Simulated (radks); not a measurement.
Removal energies from the cobalt ion Co9+, [Ar], by Delta-SCF beside the eigenvalue of the level emptied. Calculated with a radial shooting solver on a logarithmic mesh with Libxc functionals: scalar-relativistic Kohn-Sham, LDA (Slater exchange, Perdew-Wang correlation), spin-polarised, spherical densities, finite nucleus; Fermi nuclear charge, rms radius of each element as measured or else 0.836 A^(1/3) + 0.57 fm. Open shells are filled with parallel spins first.

removed from   final configuration  Delta-SCF (eV)  -eigenvalue (eV)
3p                    [Ne] 3s2 3p5          275.73            260.89
3s                    [Ne] 3s1 3p6          313.95            299.04
2p            [He] 2s2 2p5 3s2 3p6          1038.2            996.90
2s            [He] 2s1 2p6 3s2 3p6          1160.8            1124.7
